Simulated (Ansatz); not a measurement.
System: TiN, charge 0, multiplicity 2. The spin state was set by rule; other spins were not relaxed. 
Geometry from a B3LYP-D3(BJ)/def2-TZVP (Ansatz, a first-principles code) optimisation:
SMILES: [N]#[Ti]
```xyz
2

Ti     0.0000     0.0000    -0.3757
N      0.0000     0.0000     1.1809
```
Charge 0, spin multiplicity 2.

Basis-set convergence of Hartree-Fock and CCSD correlation energies (hartree) with Ansatz. Valence correlation only, unless marked. Open shells are spin-unrestricted. Spin-orbit coupling is left out. The frozen core is the preceding noble-gas configuration, with the filled d and f shells of earlier blocks. No relativistic terms. The program attaches cautions to a run behind CCSD/def2-SVP: large difference. The program attaches cautions to a run behind CCSD/def2-TZVPP: large difference. The program attaches cautions to a run behind CCSD/def2-QZVPP: large difference.

The UHF reference is spin-contaminated (<S^2> 0.37 over the pure value in the largest basis). The T1 diagnostic of CCSD in the largest basis is 0.109, which is high, so the coupled-cluster rows are less sure than usual.

```csv
basis,functions,E(HF),"E(corr, CCSD)"
def2-SVP,45,-902.57229,-0.29644
def2-TZVPP,95,-902.75584,-0.34042
def2-QZVPP,150,-902.77351,-0.35345
```

Extrapolating the two largest sets (X = 3 and 4) as X^-3: E(corr) = (64·(-0.35345) - 27·(-0.34042))/37 = -0.3630 Eh, an estimate of the basis-set limit. The largest set recovers 97.4 % of it, the smallest 81.7 %.
